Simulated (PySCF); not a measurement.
# CoH: frontier orbitals

PBE at R = 1.532 Å; PySCF, no relativity, basis sets Co def2-TZVPPD, H def2-TZVPPD. State: triplet, unpaired electrons π ↑, δ ↑, a mixture of terms (⟨Lz²⟩ = 4.3). Only the outer orbitals are listed, counted within each symmetry.

| spin | orbital | occ. | ε (eV) | on Co (%) | main shells (%) |
| --- | --- | --- | --- | --- | --- |
| α | 6σ | 1 | -7.84 | 63 | 40 Co d, 36 H s, 20 Co s |
| α | 3π | 1 | -6.73 | 100 | 100 Co d |
| α | 1δ | 1 | -6.38 | 99 | 96 Co d |
| α | 3π | 1 | -5.55 | 100 | 100 Co d |
| α | 1δ | 1 | -5.43 | 100 | 100 Co d |
| α | 7σ | 1 | -5.22 | 94 | 55 Co d, 38 Co s |
| α | 8σ | 0 | -2.97 | 81 | 43 Co p, 33 Co s, 18 H s |
| α | 4π | 0 | -0.93 | 98 | 98 Co p |
| α | 4π | 0 | -0.86 | 98 | 98 Co p |
| β | 2π | 1 | -59.93 | 100 | 100 Co p |
| β | 2π | 1 | -59.81 | 100 | 100 Co p |
| β | 6σ | 1 | -7.48 | 49 | 51 H s, 23 Co d, 22 Co s |
| β | 3π | 1 | -4.48 | 100 | 100 Co d |
| β | 1δ | 1 | -4.45 | 100 | 100 Co d |
| β | 7σ | 1 | -4.41 | 98 | 66 Co d, 32 Co s |
| β | 3π | 0 | -3.55 | 99 | 99 Co d |
| β | 1δ | 0 | -3.29 | 100 | 83 Co d, 14 Co s |
| β | 8σ | 0 | -2.55 | 84 | 39 Co p, 23 Co s, 22 Co d |

Task: Which are the highest filled and the lowest empty level, where do they sit, and how wide is the gap?

Result: Highest filled β 7σ at -4.41 eV (in %: 66 Co d, 32 Co s); lowest empty β 3π at -3.55 eV (in %: 99 Co d); the gap at PBE is 0.86 eV.

```
bond order (Mayer)                              : 0.99
⟨S²⟩                                            : 2.016
charge on Co (Mulliken, basis-dependent)        : -0.04
charge on Co (Löwdin, basis-dependent)          : 0.24
dipole moment (positive dipole means Co(−)H(+)) : -2.43 D
polarisability along the bond                   : 46.1 bohr³
polarisability across the bond                  : 42.6 bohr³
```

With d or f electrons several states lie close, and the lowest PBE0 determinant need not be the measured ground state.
